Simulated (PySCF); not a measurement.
## What PySCF settings do for GaF

Base input, run as `python input.py` with PySCF 2.14:

```python
from pyscf import gto, scf, cc

mol = gto.M(
    atom='Ga 0 0 0; F 0 0 1.911',
    basis='pcseg-1',
    charge=0,
    spin=2,
    verbose=3,
)
mf = scf.UHF(mol)
mf.kernel()
mycc = cc.CCSD(mf, frozen=10)
mycc.kernel()
e = mycc.eeccsd(nroots=5)[0]
print('roots (eV) =', (e*27.211386).round(3))
mf.dip_moment()
print('orbital energies (hartree):', [e[max(0, n-3):n+3].round(4) for e, n in zip(mf.mo_energy, mol.nelec)])
```

Base result: E(SCF) = -2022.339738 Eh, E(CCSD) − E(SCF) = -0.23139 Eh, ⟨S²⟩ = 2.006, μz(SCF) = -3.72 D, excitation roots -3.785, 0.006, 0.008, 0.374, 2.058 eV. The bond length is a typed value, not an optimised one. Spin-unrestricted EOM-EE roots include spin flips and other components of the reference, which can be negative or near zero. No search for the lowest solution was made.

Wall time 7.7 s on one thread of a shared host.

Each row names what differs from the base; energies in brackets are changes from the base.

```tsv
change	result
Cartesian functions: off → on	E(SCF) = -2022.352453 Eh (-0.3460 eV), E(CCSD) − E(SCF) = -0.23355 Eh, ⟨S²⟩ = 2.007, μz(SCF) = -3.71 D, excitation roots -3.812, 0.006, 0.008, 0.382, 2.544 eV
spin (2S): 2 → 4 [a high spin state]	E(SCF) = -2022.162020 Eh (+4.8360 eV), E(CCSD) − E(SCF) = -0.17395 Eh, ⟨S²⟩ = 6.005, μz(SCF) = 1.72 D, excitation roots -6.190, -6.176, -3.218, -3.098, -0.719 eV
basis set: pcseg-1 → x2c-svpall; spin-free X2C: off → on	E(SCF) = -2041.234296 Eh, E(CCSD) − E(SCF) = -0.35461 Eh, ⟨S²⟩ = 2.010, μz(SCF) = -3.69 D, excitation roots -3.913, 0.008, 0.013, 0.432, 1.963 eV
charge: 0 → -1; spin (2S): 2 → 3; step after the SCF: eomee → mp2 [another spin of the ion may lie lower] [no diffuse functions for the anion] [a high spin state]	E(SCF) = -2022.358165 Eh (-0.5014 eV), E(MP2) − E(SCF) = -0.22889 Eh, ⟨S²⟩ = 3.753
step after the SCF: eomee → tda; number of roots: 5 → 4	E(SCF) = -2022.339738 Eh (+0.0000 eV), ⟨S²⟩ = 2.006, μz(SCF) = -3.72 D, first excitations without spin–orbit coupling 0.11, 2.84, 5.63, 5.69 eV
length unit: angstrom → bohr [unsound on purpose]	E(SCF) = -2020.824649 Eh (+41.2277 eV), E(CCSD) − E(SCF) = -0.23047 Eh, ⟨S²⟩ = 2.003, μz(SCF) = 0.84 D, excitation roots -2.793, 0.005, 0.006, 0.380, 1.443 eV
second-order solver: off → on	E(SCF) = -2022.339738 Eh (+0.0000 eV), E(CCSD) − E(SCF) = -0.23139 Eh, ⟨S²⟩ = 2.006, μz(SCF) = -3.72 D, excitation roots -3.785, 0.006, 0.008, 0.374, 2.058 eV
density fitting: none → auto	E(SCF) = -2022.339778 Eh (-0.0011 eV), E(CCSD) − E(SCF) = -0.23137 Eh, ⟨S²⟩ = 2.006, μz(SCF) = -3.72 D, excitation roots -3.786, 0.006, 0.374, 2.565, 2.825 eV
charge: 0 → 2 [another spin of the ion may lie lower]	E(SCF) = -2021.428793 Eh (+24.7881 eV), E(CCSD) − E(SCF) = -0.16459 Eh, ⟨S²⟩ = 2.006, excitation roots -0.719, 0.009, 0.011, 0.136, 0.228 eV
step after the SCF: eomee → gradient	E(SCF) = -2022.339738 Eh (+0.0000 eV), ⟨S²⟩ = 2.006, μz(SCF) = -3.72 D, gradient on the second atom 0.0504 Eh/bohr
charge: 0 → 1; spin (2S): 2 → 3 [another spin of the ion may lie lower] [a high spin state]	E(SCF) = -2021.920380 Eh (+11.4113 eV), E(CCSD) − E(SCF) = -0.16702 Eh, ⟨S²⟩ = 3.755, excitation roots -6.255, -4.452, -1.754, -0.787, -0.204 eV
```
